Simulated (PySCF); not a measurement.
## PySCF run on LiI

File input.py (PySCF 2.14):

```python
from pyscf import gto, dft

mol = gto.M(
    atom='Li 0 0 0; I 0 0 2.413',
    basis='def2-svp',
    ecp={'I': 'def2-svp'},
    charge=0,
    spin=0,
    verbose=3,
)
mf = dft.UKS(mol, xc='r2scan')
mf.kernel()
mf.stability(internal=True, external=True)
mf.dip_moment()
print('orbital energies (hartree):', [e[max(0, n-3):n+3].round(4) for e, n in zip(mf.mo_energy, mol.nelec)])
```

```bash
$ OMP_NUM_THREADS=1 python input.py
```

The log (some set-up lines and the per-cycle HOMO/LUMO lines with their warnings removed):

```
converged SCF energy = -305.397257803371  <S^2> = 5.9330318e-13  2S+1 = 1
<class 'pyscf.dft.uks.UKS'> wavefunction is stable in the internal stability analysis
<class 'pyscf.dft.uks.UKS'> wavefunction is stable in the real -> complex stability analysis
Dipole moment(X, Y, Z, Debye): -0.00000, -0.00000, -7.52213
orbital energies (hartree): [array([-0.225 , -0.1966, -0.1966, -0.0478,  0.0261,  0.0261]), array([-0.225 , -0.1966, -0.1966, -0.0478,  0.0261,  0.0261])]
```

In short: E(SCF) = -305.397258 Eh, μz(SCF) = -7.52 D, internal stable; real -> complex stable.

Run time: 17 s on 1 thread of Arm Neoverse V1 (shared host), peak memory 0.26 GiB.

The bond length is a typed value, not an optimised one. No search for the lowest solution was made.
